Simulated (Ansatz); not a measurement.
`FCN[SiH3]` + `C[NH][GeH3]` → `C[N]([SiH3])[GeH3]` + `NCF` at 500 K and 1 bar (ligand exchange at the Si–N bond).

Program: Ansatz. Geometries: PBE0-D4/def2-TZVP. ΔE: electronic, gas phase. CCSD(T)/CBS is the MP2 limit (def2-TZVPP, def2-QZVPP) plus CCSD(T) − MP2 in def2-TZVPP, frozen cores. For Ge outer-core shells are correlated without core-valence functions, which leaves a few kJ/mol of doubt a bond. Scalar relativity is left out up to krypton. One conformer a species, not always the lowest.

```
             species  CCSD(T)/CBS energy (Eh)  H − E (kJ/mol)  S (J/(mol·K))
         `FCN[SiH3]`               -485.24366           230.5          371.6
       `C[NH][GeH3]`              -2173.06430           241.1          362.9
`C[N]([SiH3])[GeH3]`              -2463.36560           295.3          441.5
               `NCF`               -194.94856           177.4          292.6
```

H − E and S are ideal-gas, rigid-rotor, harmonic terms from PBE0-D4/def2-TZVP, for one conformer and one mirror image of each species. 1 Eh = 2625.50 kJ/mol, R = 8.31446 J/(mol·K).

Problem. By hand: ΔE, ΔH, ΔS and ΔG.

Solution. ΔE = (-2463.36560) + (-194.94856) − (-485.24366) − (-2173.06430) = -0.00620 Eh = -16.3 kJ/mol. Δ(H − E) = 295.3 + 177.4 − 230.5 − 241.1 = 1.1, so ΔH = -15.2 kJ/mol. ΔS = 441.5 + 292.6 − 371.6 − 362.9 = -0.4 J/(mol·K). ΔG = -15.2 − 500 × (-0.4)/1000 = -15.0 kJ/mol.

Problem. By hand: the equilibrium constant, and the temperature at which ΔG would vanish if ΔH and ΔS stayed fixed.

Solution. log₁₀ K = −ΔG/(RT ln 10) = 1.6. ΔG = 0 at ΔH/ΔS = 38000 K, far beyond where these terms or the molecules hold.

The number of gas molecules stays the same, so ΔS is small and ΔH decides. A doubt of 5 kJ/mol in ΔE shifts log₁₀ K by 0.5 here. Other conformers and mirror images would add mixing entropy, several J/(mol·K) or more a flexible species. These are equilibria of isolated gas molecules and say nothing of rates. Largest T1 diagnostic: 0.011 (customary marks: 0.02 for closed shells, 0.045 for open ones).
